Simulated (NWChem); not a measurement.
Species: GeHI, singlet; SMILES [GeH][I]

All runs: NWChem. Low-valent species are run as closed-shell singlets; no triplet was tried in these runs. Structure relaxed at the PBE0/def2-SVP level. Not confirmed as a minimum by frequencies. def2 effective core potentials on I; no spin-orbit coupling. Ions are spin-unrestricted doublets at the neutral geometry; other ion states weren't tried.

Predict the results for PBE/def2-SVP. Quantities: vertical ionisation energy, ΔSCF (eV); −ε(HOMO) (eV).


```yaml
vertical ionisation energy, ΔSCF (eV): 8.79
"−ε(HOMO) (eV)": 5.78
```
